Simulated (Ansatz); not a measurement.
Cost and result up the ladder for Ge3Se4 (7 atoms). Total charge 0; singlet. Geometry: PBE-D4/def2-SVP.

```xyz
7

Ge   -1.4199    0.7929    1.5820
Ge    1.0190   -1.4292    0.8762
Ge    0.5848    1.1544   -2.1766
Se   -1.6150    0.6339   -1.2244
Se    0.8926    0.7324    2.1112
Se   -1.4265   -1.4096    0.0747
Se    1.9650   -0.4747   -1.2430
```

Ansatz on 4 threads of Intel Xeon Platinum 8175M on a shared host. Times are rough, and most runs start from the orbitals of an earlier one. PBE0-D4/def2-TZVP serves as the yardstick here, not as an exact answer. Differences are given only for rows in sets of like size (and for xTB, whose basis is part of the method), since another set adds its own error. Binding counts from free atoms at the same level (Ge triplet, Se triplet; other spins of the atoms weren't run), without zero-point energy or a counterpoise term.

LC-ωPBE has ω = 0.4 bohr⁻¹. Correlated methods freeze 63 core orbitals; core or outer-core shells of Ge, Se are correlated, in sets that lack core-valence functions. The rows differ in basis, and correlated rows in double-zeta sets carry the largest basis error. Another isomer (singlet) lies 0.58 eV lower at PBE0-D4/def2-TZVP; other spin states weren't run for this one.

Correlated methods converge slowly with the basis, most of all in double-zeta sets.

```csv
level,functions,wall time,binding energy per atom (eV),difference from PBE0-D4/def2-TZVP (eV)
PBE-D4/def2-SVP,224,6 s,3.22,–
PBE-D4/def2-TZVP (with forces),336,16 s,3.21,0.18
PBE0-D4/def2-SVP,224,17 s,3.02,–
RPA@PBE/def2-SVP,224,20 s,2.33,–
LC-ωPBE/def2-TZVP,336,22 s,2.68,-0.36
r2SCAN-D4/def2-TZVP,336,22 s,3.06,0.02
MP2/def2-SVP,224,23 s,2.68,–
PBE0-D4/def2-TZVP,336,38 s,3.03,0.00
```
